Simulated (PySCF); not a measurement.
**Interval between two levels of Xe⁺ by level of theory**

Xe⁺ [Kr] 4d10 5s2 5p5 [2P3/2, M_J = 3/2] → Xe⁺ [Kr] 4d10 5s2 5p4 6s1 [4P5/2, M_J = 5/2], as a difference of total energies. All numbers are calculated (PySCF 2.14, the two-component X2C-1e Hamiltonian, in x2c-TZVPall-2c with one added diffuse shell each of s, p, d, f type (9s10p6d3f, 90 functions)). Correlated levels: [Ar] 3d10 frozen; the 6 highest virtual spinors dropped. "Screened" scales the spin-orbit matrix elements by Boettger's factors to mimic the two-electron term; Breit and QED terms are absent.

| method | interval between two levels (cm⁻¹) |
| --- | --- |
| GHF (spin-free) | 91509 |
| GMP2 (spin-free) | 93715 |
| GHF (screened spin-orbit) | 89873 |
| GMP2 (screened spin-orbit) | 91927 |

The spin-free rows relax to the high-spin LS determinant and lack the spin-orbit shift.

Errors of the correlated levels include the incompleteness of this basis and the frozen core.

The labels give the starting determinants; with spin-orbit coupling the two ends relaxed to ⟨J²⟩ = 3.76, ⟨L²⟩ = 2.04, ⟨S²⟩ = 0.78 and ⟨J²⟩ = 9.13, ⟨L²⟩ = 2.69, ⟨S²⟩ = 3.54.

The determinant of the upper state mixes levels of different J (the jj label is only the starting occupation), so the difference between spin-free and spin-orbit rows is not the physical spin-orbit shift.

For comparison: 93068 cm⁻¹ (measured; NIST Handbook of Basic Atomic Spectroscopic Data (Sansonetti and Martin, J. Phys. Chem. Ref. Data 34, 1559 (2005))).
